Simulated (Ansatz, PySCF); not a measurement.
germylsilane (GeH₆Si), SMILES [SiH3][GeH3]. Atoms are numbered in the order given.

```xyz
8

Si     0.0000     0.0000     1.5600
Ge     0.0000     0.0000    -0.8175
H      0.2404    -1.3752     2.0712
H      1.0707     0.8958     2.0712
H     -1.3112     0.4794     2.0713
H     -1.1041    -0.9237    -1.3583
H     -0.2479     1.4180    -1.3582
H      1.3520    -0.4944    -1.3584
```
Charge 0, spin multiplicity 1.

Geometry: PBE0-D3(BJ)/def2-TZVP.

Two levels are set side by side: PBE-D3(BJ)/def2-TZVP (Ansatz, a quantum-chemistry and plane-wave program) and PBE0-D3(BJ)/def2-TZVP (Ansatz). Each level has its own optimised geometry; the coordinates shown are those of the second. Frequencies come from the Hessian of PySCF at each geometry. Differences are taken from unrounded values.

```
quantity                            PBE0-D3(BJ)  PBE-D3(BJ)  PBE-D3(BJ) minus PBE0-D3(BJ)
----------------------------------  -----------  ----------  ----------------------------
mean bond length (Å)                      1.636       1.645                         0.009
bond Si1–Ge2 (Å)                          2.378       2.387                         0.009
bond Si1–H3 (Å)                           1.487       1.496                         0.009
bond Si1–H4 (Å)                           1.487       1.496                         0.009
bond Si1–H5 (Å)                           1.487       1.496                         0.009
bond Ge2–H6 (Å)                           1.538       1.548                         0.010
bond Ge2–H7 (Å)                           1.538       1.548                         0.010
bond Ge2–H8 (Å)                           1.538       1.548                         0.010
highest harmonic wavenumber (cm⁻¹)         2231        2171                           -60
mean harmonic wavenumber (cm⁻¹)            1157        1120                           -37
zero-point energy (kcal/mol)              29.77       28.81                         -0.96
```

Exact exchange shortens and stiffens bonds; PBE has none. Differences between two approximate levels are no errors against the true value.
